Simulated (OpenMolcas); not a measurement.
Mn3+.

* Program: OpenMolcas
* Basis: ANO-RCC-VTZP [6s5p3d2f1g]
* Scalar Hamiltonian: DKH2, point nucleus
* Active space: 4 electrons in 9 orbitals (RAS2 3d 4s; RAS3 4p, at most 2 electrons)
* State averaging: 2S+1 = 5 even, 15 roots; 2S+1 = 3 even, 90 roots kept (CI in the orbitals of an earlier block); 2S+1 = 1 even, 78 roots kept (CI in the orbitals of an earlier block); 2S+1 = 5 odd, 9 roots (0 in the spin-orbit step); 2S+1 = 3 odd, 5 roots kept (CI in the orbitals of an earlier block, 0 in the spin-orbit step)
* Spin-orbit coupling: state interaction with AMFI integrals over the reference wave functions, term energies averaged over their components

Two sets of levels on these reference wave functions, in cm⁻¹ above 3d⁴ ⁵D₀: one from RASSCF and one from MS-RASPT2, IPEA 0.25 Eh, imaginary shift 0.1 Eh (closed shells correlated: 3s 3p).

| Level | Set 1 | Set 2 |
| --- | --- | --- |
| 3d⁴ ⁵D₀ | 0.0 | 0.0 |
| 3d⁴ ⁵D₁ | 108 | 110 |
| 3d⁴ ⁵D₂ | 318 | 323 |
| 3d⁴ ⁵D₃ | 623 | 629 |
| 3d⁴ ⁵D₄ | 1013 | 1017 |
| 3d⁴ ³H₄ | 24650 | 21860 |
| 3d⁴ ³H₅ | 24880 | 22110 |
| 3d⁴ ³H₆ | 25140 | 22370 |
| 3d⁴ ³P₀(1) | 26120 | 20910 |
| 3d⁴ ³P₁(1) | 26770 | 21580 |
| 3d⁴ ³P₂(1) | 27930 | 22730 |
| 3d⁴ ³F₂(1) | 28130 | 23320 |
| 3d⁴ ³F₃(1) | 28210 | 23390 |
| 3d⁴ ³F₄(1) | 28340 | 23520 |
| 3d⁴ ³G₃ | 31020 | 26080 |
| 3d⁴ ³G₄ | 31290 | 26360 |

Which set is which?

Set 2 is MS-RASPT2. Its levels of the other terms of 3d⁴ lie at 0.80 to 0.89 of the other set's values, as expected, since terms of lower spin or lower L gain more correlation energy than the Hund ground term. Against 15 measured levels (Corliss and Sugar, J. Phys. Chem. Ref. Data 6, 1253 (1977)) the mean absolute deviation is 400 cm-1 with it and 3600 cm-1 without; single levels miss by up to 700 cm-1 with it.

Term energies are means over components that CASPT2 splits; among the terms shown or strongly mixed into the levels shown the widest spread is 140 cm-1 (3d⁴ ³F(1), MS-RASPT2). Some high roots are left out of the spin-orbit mixing, which shifts the levels that they would mix with. Terms from blocks run as CI alone lack orbitals of their own. Without dynamic correlation excited terms often stand tens of per cent too high (terms of higher spin than the ground term too low), and those without a measured partner can miss by more than the paired ones (holds for RASSCF). Blocks of more than 70 roots (2S+1 = 3 even, 1 even) ran without multistate coupling (holds for MS-RASPT2). Computed and measured levels are paired by configuration, term and J; levels that our copy of the source lacks, or whose pairing is in doubt (as where it misses far off the trend of its configuration), stay unpaired and out of the deviations. Only configurations of the active space appear. Levels that lie high or do not pair safely by name in every column are left out.

A number in round brackets counts repeated terms of one configuration in the order of the reference energies.
